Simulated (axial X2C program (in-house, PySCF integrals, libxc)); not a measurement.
## Worked dissociation energy of TaF⁻: CCSD, scalar-relativistic

Calculated with an in-house all-electron X2C program for linear molecules (integrals from PySCF). Spin-free means the one-electron spin-free X2C Hamiltonian. Basis: Ta dyall-acv3z [14s15p10d7f4g], F dyall-av3z [7s6p3d2f] (cores contracted in-house); Gaussian nuclei, density fitting, unrestricted open shells. Masses: Ta 180.948 u, F 18.998 u.

Molecular state: M_S = 3/2, Λ = 1 (beyond evenly filled blocks: π+α, δ+α, δ-α).

Correlated methods: 13 electrons correlated (number of frozen shells: Ta 5 s, 4 p, 2 d, 1 f; F 1 s), 331 virtual spin orbitals or spinors in MP2, 90 natural virtuals in coupled cluster.

```
E(Ta) (2M_S = 3, M_L = 2) : -15600.275520 hartree
E(F-) (2M_S = 0, M_L = 0) : -99.841205 hartree
E(TaF⁻) at Re             : -15700.239137 hartree
ωe                        : 532.9 cm⁻¹
ωexe                      : 3.02 cm⁻¹
```

Problem. Work out De and D0.

Solution. De = -15600.275520 + (-99.841205) − (-15700.239137) = 0.12241 hartree = 3.331 eV. The zero-point energy is ωe/2 − ωexe/4 = 266 cm⁻¹ = 0.033 eV, so D0 = 3.298 eV.

The state is a single determinant with fixed occupations, the lowest that a limited PBE0 search found. Dissociation energies refer to the lowest single-determinant-based atoms at the same level and basis. CCSD ran in a truncated set of natural virtual spinors with an MP2 remainder; without triples it tends to underbind. PBE0 can misorder states that lie within some tenths of an eV, so this need not be the ground state of the molecule. The nearest other spin-free determinant of the search, M_S = 3/2, Λ = 0, lies 0.24 eV up at the distance of the search. The outer-core s and p shells of the metal are frozen in the correlated rows, which leaves out core–valence correlation; for alkali and alkaline-earth bonds that tends to lengthen them. The determinant is spin-polarised beyond a pure state at some levels (its spin-free form has ⟨S²⟩ too high), which makes Re and μ there less reliable. The T1 diagnostic is large, a sign of multireference character. With the outer-core shells frozen, correlated bond lengths of heavy atoms tend to come out a few hundredths of an ångström too long.

Each atomic determinant is the lowest at this level and need not be a pure term. Totals compare only within one Hamiltonian and basis.
